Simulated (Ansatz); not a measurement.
Calculated with Ansatz (gas phase, PBE0-D4/def2-TZVP geometries, no zero-point term in ΔE). CBS: MP2 limit from def2 TZ/QZ plus the TZ coupled-cluster correction, frozen cores. This one scheme is used for every species. DFT in def2-TZVPP. Elements past krypton have def2 core potentials. For Sn outer-core shells are correlated without core-valence functions, which leaves a few kJ/mol of doubt a bond.

Consider the redistribution: `[F][Sn][Cl]` + `C[Si]F` → `[CH3][Sn][F]` + `F[Si]Cl`.

```csv
level,ΔE (kcal/mol)
LDA (SPW92),4.5
r2SCAN0,5.2
```

(1) What does CCSD(T)/CBS give? (Best estimate.)

Largest T1 diagnostic among the species: 0.016.

Results:

(1) The calculation gave: +4.8 kcal/mol. The listed levels differ from it by -0.3, 0.4 kcal/mol.

Leaving LDA and LC-ωPBE aside and taking each functional with its dispersion term where it has one, the values, not all of them listed here, spread over 2.6 kcal/mol, from ωB97M-V to B97M-V. In def2-TZVPP, CCSD(T) changes the Hartree–Fock value by −3.0 kcal/mol (the triples alone add −0.4 kcal/mol) and MP2 by −3.2 kcal/mol. At CCSD(T), def2-SVP lies +0.9 kcal/mol from the extrapolated value and def2-TZVPP −1.2 kcal/mol.
